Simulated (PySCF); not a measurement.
**Excitation energy of Ir²⁺ by level of theory**

Ir²⁺ [Xe] 4f14 5d7 (4F) → Ir²⁺ [Xe] 4f14 5d6 6s1, s spin flipped, as a difference of total energies. All numbers are calculated (PySCF 2.14, scalar relativity through the core potential, in aug-cc-pwCVTZ-PP with ECP60MDF (8s8p7d4f3g, 122 functions)). Correlated levels: valence: 5s2 5p6 frozen; valence and next inner shell: nothing frozen outside the core potential. The calculations carry no spin-orbit coupling.

```csv
method,excitation energy (cm⁻¹)
UHF,26732
LDA,23725
PBE,26036
PBE0,27213
r2SCAN,26845
HSE06,26905
MN15,25133
BHandHLYP,26154
MP2 (valence),27629
SCS-MP2 (valence),27949
MP2 (valence and next inner shell),24579
SCS-MP2 (valence and next inner shell),25056
```

The upper determinant mixes two multiplicities, so it lies between the two terms.
